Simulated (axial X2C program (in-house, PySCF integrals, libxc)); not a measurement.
# Outer orbitals of CuN⁺ at 1.822 Å, PBE0

Calculated with an axial X2C code built on PySCF integrals. Spin-free means the one-electron spin-free X2C Hamiltonian; two-component (2c) means X2C with spin–orbit coupling and atomic mean-field two-electron Coulomb and Gaunt terms, so the difference of the two also holds small scalar two-electron terms. Basis: Cu dyall-cv3z [9s9p6d3f2g], N dyall-av3z [7s7p3d2f] (cores contracted in-house); Gaussian nuclei, density fitting, unrestricted open shells. Masses: Cu 62.930 u, N 14.003 u.

The distance is close to the 2c PBE0 minimum; the highest filled and lowest empty levels are listed.

Spin-free orbitals, state M_S = 3/2, Λ = 0 (beyond evenly filled blocks: σα, π+α, π-α) (Löwdin shares):

```json
{"symmetry": "σα", "occupied": "yes", "ε (eV)": "-30.37", "atomic character": "82% N s, 7% Cu p, 7% Cu d"}
{"symmetry": "σβ", "occupied": "yes", "ε (eV)": "-25.33", "atomic character": "75% N s, 10% Cu d, 8% Cu p"}
{"symmetry": "σα", "occupied": "yes", "ε (eV)": "-18.94", "atomic character": "57% N p, 37% Cu d, 3% N s"}
{"symmetry": "π-α", "occupied": "yes", "ε (eV)": "-18.28", "atomic character": "51% Cu d, 48% N p"}
{"symmetry": "π+α", "occupied": "yes", "ε (eV)": "-18.28", "atomic character": "51% Cu d, 48% N p"}
{"symmetry": "δ+α", "occupied": "yes", "ε (eV)": "-16.90", "atomic character": "100% Cu d"}
{"symmetry": "δ-α", "occupied": "yes", "ε (eV)": "-16.90", "atomic character": "100% Cu d"}
{"symmetry": "π-β", "occupied": "yes", "ε (eV)": "-16.87", "atomic character": "95% Cu d, 4% N p"}
{"symmetry": "π+β", "occupied": "yes", "ε (eV)": "-16.87", "atomic character": "95% Cu d, 4% N p"}
{"symmetry": "δ-β", "occupied": "yes", "ε (eV)": "-16.69", "atomic character": "100% Cu d"}
{"symmetry": "δ+β", "occupied": "yes", "ε (eV)": "-16.69", "atomic character": "100% Cu d"}
{"symmetry": "σβ", "occupied": "yes", "ε (eV)": "-16.48", "atomic character": "80% Cu d, 12% N p, 7% N s"}
{"symmetry": "π-α", "occupied": "yes", "ε (eV)": "-16.14", "atomic character": "50% Cu d, 48% N p"}
{"symmetry": "π+α", "occupied": "yes", "ε (eV)": "-16.14", "atomic character": "50% Cu d, 48% N p"}
{"symmetry": "σα", "occupied": "yes", "ε (eV)": "-16.01", "atomic character": "56% Cu d, 31% N p, 11% Cu s"}
{"symmetry": "σβ", "occupied": "no", "ε (eV)": "-11.32", "atomic character": "55% N p, 30% Cu s, 10% Cu d"}
{"symmetry": "π+β", "occupied": "no", "ε (eV)": "-9.48", "atomic character": "83% N p, 11% Cu p, 6% Cu d"}
{"symmetry": "π-β", "occupied": "no", "ε (eV)": "-9.48", "atomic character": "83% N p, 11% Cu p, 6% Cu d"}
{"symmetry": "σα", "occupied": "no", "ε (eV)": "-9.28", "atomic character": "53% Cu s, 22% Cu p, 12% N p"}
```

Spinors with spin–orbit coupling (state Ω = 3/2):

| ω | occupied | ε (eV) | atomic character | λ mixture |
| --- | --- | --- | --- | --- |
| 1/2 | yes | -30.37 | 82% N s, 7% Cu p, 7% Cu d | 100% σ |
| -1/2 | yes | -25.33 | 75% N s, 10% Cu d, 8% Cu p | 100% σ |
| 1/2 | yes | -18.95 | 56% N p, 38% Cu d, 3% N s | 100% σ |
| -1/2 | yes | -18.31 | 52% Cu d, 46% N p | 100% π |
| 3/2 | yes | -18.26 | 50% Cu d, 48% N p | 100% π |
| -3/2 | yes | -17.06 | 99% Cu d | 82% δ, 18% π |
| 1/2 | yes | -16.94 | 94% Cu d, 4% N p | 99% π, 1% σ |
| 3/2 | yes | -16.81 | 98% Cu d | 98% δ, 2% π |
| 5/2 | yes | -16.80 | 100% Cu d | 100% δ |
| -3/2 | yes | -16.78 | 96% Cu d, 3% N p | 82% π, 18% δ |
| -5/2 | yes | -16.59 | 100% Cu d | 100% δ |
| -1/2 | yes | -16.51 | 76% Cu d, 16% N p, 6% N s | 92% σ, 8% π |
| -1/2 | yes | -16.14 | 52% Cu d, 45% N p | 92% π, 8% σ |
| 3/2 | yes | -16.09 | 52% Cu d, 46% N p | 99% π, 1% δ |
| 1/2 | yes | -16.00 | 56% Cu d, 30% N p, 11% Cu s | 99% σ, 1% π |
| -1/2 | no | -11.31 | 55% N p, 30% Cu s, 10% Cu d | 100% σ |
| 1/2 | no | -9.49 | 82% N p, 11% Cu p, 6% Cu d | 99% π, 1% σ |
| -3/2 | no | -9.47 | 83% N p, 11% Cu p, 6% Cu d | 100% π |
| 1/2 | no | -9.28 | 52% Cu s, 22% Cu p, 13% N p | 99% σ, 1% π |

Mulliken charges and populations of the two-component result (they depend on the basis, above all on diffuse functions):

Cu 1.05 e (s 6.17 p 12.06 d 9.72), N -0.05 e (s 3.97 p 3.05 d 0.03 f 0.01). ⟨Lz⟩ = 0.00 ħ and ⟨Sz⟩ = 1.50 ħ (0.17 and 1.33 on the two atoms), which add up to Ω.

The state is a single determinant with fixed occupations, the lowest that a limited PBE0 search found. Density functionals use the spin component along the axis (collinear). With several unpaired electrons one determinant need not be a pure state. This is the top spin component of a Σ state; components of lower Ω are not single determinants and can lie lower.
